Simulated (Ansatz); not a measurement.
Ru₃H₆. Total charge 0; triplet. Geometry PBE0-D4/def2-SVP; atoms count from 1.

```xyz
9

Ru   -1.031   -0.087   -0.948
Ru    0.625    1.318    0.157
Ru    0.444   -1.010    0.753
H    -1.029   -1.572    0.997
H    -0.089    0.660   -1.964
H     1.981    0.492    0.056
H     0.343   -2.049   -0.452
H    -1.658    1.208   -0.307
H     0.414    1.040    1.709
```

In the def2 sets Ru takes a core potential; there is no spin–orbit coupling. The charge 0 triplet is spin-contaminated (final ⟨S²⟩ up to 2.40, 2.00 for a pure state). The geometry of the triplet was relaxed on an unsound state (⟨S²⟩ 2.39, where a pure state has 2.00). At PBE0-D4/def2-TZVP a quintet of charge 0 lies 0.38 eV below the triplet, each at its own geometry. The structure comes from a short search, and lower isomers may exist.

(1) Estimate the Mulliken populations from the PBE0/def2-TZVP orbitals of Ansatz.

(2) Where does the spin sit?

(3) And the Mayer bond orders between bonded heavy atoms (over 0.3)?

Answers

(1) 
```
atom  charge (e)  spin (α − β)  d electrons
 Ru1        0.04         -0.64         7.10
 Ru2        0.02          0.87         7.06
 Ru3       -0.06          1.81         6.92
  H4        0.01         -0.04            –
  H5        0.00          0.04            –
  H6       -0.01         -0.01            –
  H7        0.01         -0.04            –
  H8        0.00          0.04            –
  H9       -0.01         -0.01            –
```
Mulliken values and Mayer orders depend strongly on the basis.

(2) Summed by element: Ru 2.03, H -0.03, of 2 unpaired in all. Largest on single atoms: Ru3 1.81, Ru2 0.87, Ru1 -0.64.

(3) Ru1–Ru2 1.15 (2.44 Å); Ru1–Ru3 0.97 (2.43 Å); Ru2–Ru3 1.07 (2.41 Å).
